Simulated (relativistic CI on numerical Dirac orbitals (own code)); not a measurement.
**Calculated levels, Ta21+**

These numbers are calculated, not measured: Dirac-Coulomb-Breit CI, orbitals from a KLI potential per configuration, QED by a radiative potential, unscaled Slater integrals (own radial code, finite nucleus).

CI space (outside the closed core [Ar] 3d10 4p6 4d10): 4s²4f⁶, 4s²4f⁵5s, 4s²4f⁴5s², 4s²4f⁵6s, 4s4f⁷, 4f⁸. Levels of other configurations are missing.

```tsv
No.	Configuration	Term	J	E (cm⁻¹)	%	Landé g	jj configuration (%)
41	4s²4f⁶	⁵G	2	96509.9	42	0.832	4f5/2^4 4f7/2^2 (49)
42	4s²4f⁶	⁵K	6	96855.0	61	0.952	4f5/2^3 4f7/2^3 (42)
43	4s²4f⁶	⁵K	8	97255.2	33	1.047	4f5/2^4 4f7/2^2 (56)
44	4s²4f⁶	⁵I	6	97294.8	29	1.044	4f5/2^3 4f7/2^3 (42)
45	4s²4f⁶	⁵G	3	100181.4	36	1.090	4f5/2^4 4f7/2^2 (55)
46	4s²4f⁶	³P	1	100639.3	68	1.434	4f5/2^3 4f7/2^3 (58)
47	4s²4f⁶	⁵P	2	101632.8	28	1.179	4f5/2^4 4f7/2^2 (58)
48	4s²4f⁶	⁵K	7	102480.3	49	1.091	4f5/2^3 4f7/2^3 (67)
49	4s²4f⁶	³O	11	103724.8	78	1.024	4f5/2^3 4f7/2^3 (96)
50	4s²4f⁶	³M	8	103987.1	45	1.014	4f5/2^3 4f7/2^3 (63)
51	4s²4f⁶	³I	5	104645.1	30	1.025	4f5/2^4 4f7/2^2 (42)
52	4s²4f⁶	⁵H	4	104753.6	25	1.099	4f5/2^3 4f7/2^3 (37)
53	4s²4f⁶	³N	9	105193.8	45	0.998	4f5/2^4 4f7/2^2 (49)
54	4s²4f⁶	⁵D	3	105258.0	25	1.268	4f5/2^3 4f7/2^3 (42)
55	4s²4f⁶	³O	12	106223.5	77	1.062	4f5/2^3 4f7/2^3 (88)
56	4s²4f⁶	⁵K	9	107301.0	67	1.149	4f5/2^3 4f7/2^3 (77)
57	4s²4f⁶	³K	7	107515.4	39	1.083	4f5/2^2 4f7/2^4 (46)
58	4s²4f⁶	⁵G	6	107525.8	42	1.212	4f5/2^4 4f7/2^2 (56)
59	4s²4f⁶	⁵G	5	108160.0	35	1.115	4f5/2^3 4f7/2^3 (70)
60	4s²4f⁶	⁵D	1	109316.7	44	1.659	4f5/2^3 4f7/2^3 (69)
61	4s²4f⁶	³G	3	111053.1	40	0.897	4f5/2^2 4f7/2^4 (27)
62	4s²4f⁶	⁵G	2	112596.7	44	0.695	4f5/2^2 4f7/2^4 (54)
63	4s²4f⁶	⁵D	4	113003.0	45	1.230	4f5/2^3 4f7/2^3 (57)
64	4s²4f⁶	³H	4	113914.7	51	1.024	4f5/2^3 4f7/2^3 (46)
65	4s²4f⁶	³G	4	114980.6	33	1.122	4f5/2^4 4f7/2^2 (48)
66	4s²4f⁶	³M	10	115932.0	52	1.051	4f5/2^2 4f7/2^4 (52)
67	4s²4f⁶	¹G	4	116843.8	23	1.017	4f5/2^3 4f7/2^3 (34)
68	4s²4f⁶	³K	6	117118.4	40	0.971	4f5/2^3 4f7/2^3 (52)
69	4s²4f⁶	³H	5	117188.1	20	1.063	4f5/2^3 4f7/2^3 (37)
70	4s²4f⁶	⁵D	0	117352.3	87		4f5/2^2 4f7/2^4 (54)
71	4s²4f⁶	³N	10	117866.9	65	1.008	4f5/2^3 4f7/2^3 (72)
72	4s²4f⁶	³G	3	118469.1	38	0.930	4f5/2^3 4f7/2^3 (67)
73	4s²4f⁶	³K	8	118513.7	45	1.115	4f5/2^2 4f7/2^4 (61)
74	4s²4f⁶	³M	9	118716.7	72	1.006	4f5/2^3 4f7/2^3 (50)
75	4s²4f⁶	⁵D	2	119424.7	36	1.410	4f5/2^3 4f7/2^3 (45)
76	4s²4f⁶	⁵H	3	119867.8	56	0.728	4f5/2^3 4f7/2^3 (54)
77	4s²4f⁶	³K	7	120223.6	36	1.087	4f5/2^3 4f7/2^3 (55)
78	4s²4f⁶	³M	8	120886.6	55	0.974	4f5/2^3 4f7/2^3 (62)
79	4s²4f⁶	³K	6	121691.8	37	1.045	4f5/2^3 4f7/2^3 (40)
80	4s²4f⁶	³I	6	121965.1	29	1.038	4f5/2^4 4f7/2^2 (37)
81	4s²4f⁶	⁵H	4	123479.4	34	1.017	4f5/2^3 4f7/2^3 (58)
82	4s²4f⁶	⁵H	5	124075.8	40	1.034	4f5/2^3 4f7/2^3 (54)
83	4s²4f⁶	³K	8	124283.0	62	1.062	4f5/2^3 4f7/2^3 (58)
84	4s²4f⁶	³D	2	124680.7	26	1.447	4f5/2^3 4f7/2^3 (51)
85	4s²4f⁶	³K	7	124849.4	55	1.006	4f5/2^3 4f7/2^3 (48)
86	4s²4f⁶	³K	6	125995.9	28	1.103	4f5/2^3 4f7/2^3 (52)
87	4s²4f⁶	⁵P	1	126603.2	57	1.856	4f5/2^2 4f7/2^4 (52)
88	4s²4f⁶	⁵H	7	126607.4	35	1.134	4f5/2^3 4f7/2^3 (47)
89	4s²4f⁶	⁵P	3	128006.1	55	1.493	4f5/2^3 4f7/2^3 (44)
90	4s²4f⁶	³P	2	128296.4	36	1.201	4f5/2^3 4f7/2^3 (43)
91	4s²4f⁶	³H	5	128709.6	41	0.968	4f5/2^3 4f7/2^3 (57)
92	4s²4f⁶	³K	6	128981.3	38	0.984	4f5/2^3 4f7/2^3 (48)
93	4s²4f⁶	³N	11	129427.7	78	1.070	4f5/2^2 4f7/2^4 (96)
94	4s²4f⁶	³F	4	131365.7	24	0.996	4f5/2^3 4f7/2^3 (42)
95	4s²4f⁶	³M	9	131524.8	50	0.994	4f5/2^3 4f7/2^3 (68)
96	4s²4f⁶	¹Q	12	131905.9	77	1.017	4f5/2^2 4f7/2^4 (88)
97	4s²4f⁶	³H	5	132443.8	30	1.067	4f5/2^2 4f7/2^4 (40)
98	4s²4f⁶	³D	1	133307.2	50	0.876	4f5/2^3 4f7/2^3 (36)
99	4s²4f⁶	³H	6	134544.1	41	1.125	4f5/2^3 4f7/2^3 (48)
100	4s²4f⁶	³D	3	134551.1	48	1.221	4f5/2^3 4f7/2^3 (44)
101	4s²4f⁶	³G	5	136040.6	40	1.048	4f5/2^3 4f7/2^3 (48)
102	4s²4f⁶	³K	8	136050.4	49	1.055	4f5/2^2 4f7/2^4 (53)
103	4s²4f⁶	³F	3	136171.1	27	1.040	4f5/2^3 4f7/2^3 (48)
104	4s²4f⁶	³F	4	136174.6	33	1.033	4f5/2^2 4f7/2^4 (47)
105	4s²4f⁶	³L	9	137369.1	80	1.087	4f5/2^3 4f7/2^3 (77)
106	4s²4f⁶	³I	7	137399.9	49	1.083	4f5/2 4f7/2^5 (39)
107	4s²4f⁶	³I	6	137572.8	38	1.003	4f5/2^3 4f7/2^3 (62)
108	4s²4f⁶	³G	4	137716.1	50	0.948	4f5/2^2 4f7/2^4 (63)
109	4s²4f⁶	³P	0	138475.7	50		4f5/2^2 4f7/2^4 (44)
110	4s²4f⁶	³I	7	138534.1	36	1.057	4f5/2^3 4f7/2^3 (50)
```

Energies count from the lowest computed level. Filled j subshells are mostly left out of the jj labels.

The mean weight of the leading LS term, summed over parents, in these 70 levels is 45 %, and that of the leading jj configuration (from the same eigenvectors) 54 %.

At this charge energies of transitions that change n are usually good to better than 1 %, and those within a shell (Δn = 0) to a few per cent. Terms inside the open d or f shell come out 10 to 20 % too wide with unscaled integrals.

LS names give the leading component of a level, which can be under half, so a name can repeat, a term be missing and a line seem to break the LS rules.
